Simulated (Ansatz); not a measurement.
Relaxation of BClH4O2 (8 atoms, charge 0, multiplicity 1), to a largest force component of 0.03 eV/Å in at most 50 steps.

Level of theory: RKS CAM-B3LYP/def2-SVP in Ansatz.

```xyz
8
Properties=species:S:1:pos:R:3
B -0.003 0.523 -0.349
H 0.017 -0.176 1.947
O 1.176 -0.094 -0.577
H 1.128 -1.015 -0.850
O -1.238 -0.001 -0.492
H -1.281 -0.931 -0.734
Cl 0.082 2.281 0.137
H 0.047 0.537 2.032
```

Where does it end, and by what steps?

It converged. After 19 steps the energy has fallen by 0.198 eV; H2 moved furthest, 1.56 Å.

| step | energy less start (eV) | largest force component (eV/Å) | accepted |
| --- | --- | --- | --- |
| 0 | 0.0000 | 1.814 | yes |
| 1 | -0.1348 | 0.616 | yes |
| 2 | -0.1665 | 0.448 | yes |
| 3 | -0.1843 | 0.318 | yes |
| 4 | -0.1895 | 0.123 | yes |
| 5 | -0.1910 | 0.073 | yes |
| 6 | -0.1921 | 0.206 | yes |
| 7 | -0.1939 | 0.124 | yes |
| 8 | -0.1952 | 0.101 | yes |
| 9 | -0.1958 | 0.096 | yes |
| 10 | -0.1962 | 0.098 | yes |
| 11 | -0.1967 | 0.044 | yes |
| 12 | -0.1972 | 0.031 | yes |
| 13 | -0.1976 | 0.062 | yes |
| 14 | -0.1978 | 0.065 | yes |
| 15 | -0.1980 | 0.059 | yes |
| 16 | -0.1982 | 0.039 | yes |
| 17 | -0.1982 | 0.038 | yes |
| 18 | -0.1983 | 0.039 | yes |
| 19 | -0.1983 | 0.019 | yes |

```xyz
8
Properties=species:S:1:pos:R:3
B -0.018 0.434 -0.653
H 0.081 0.184 3.465
O 1.158 -0.145 -0.986
H 1.099 -0.986 -1.452
O -1.252 -0.053 -0.916
H -1.285 -0.895 -1.382
Cl 0.066 1.977 0.207
H 0.081 0.610 2.830
```

The run took 33 s on 2 threads of Arm Neoverse V2, on a shared host, peak memory 0.17 GiB.
